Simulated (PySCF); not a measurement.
In(OH)2(SH) (H3InO2S), SMILES [OH][In]([OH])[SH].

The structure is a stationary point at B3LYP-D3(BJ)/def2-SVP. The def2 effective core potentials stand for the cores of In; spin–orbit coupling is left out. The values are those of a single conformer.

All values below come from ωB97X/def2-TZVP run with PySCF.

Gas-phase values at a fixed geometry.

| Item | Value |
|---|---|
| total energy | -740.72358 hartree |
| point group | Cs |
| highest occupied level | -10.21 eV |
| lowest empty level | -0.09 eV |
| orbital gap | 10.12 eV |
| dipole moment | 0.80 D |
| quadrupole, principal values (traceless, Buckingham form, about the centre of nuclear charge) | -3.47, 0.69, 2.78 D·Å |
| mean static polarisability | 60.3 bohr³ (8.94 Å³) |
| polarisability, principal values | 42.6, 59.9, 78.4 bohr³ |
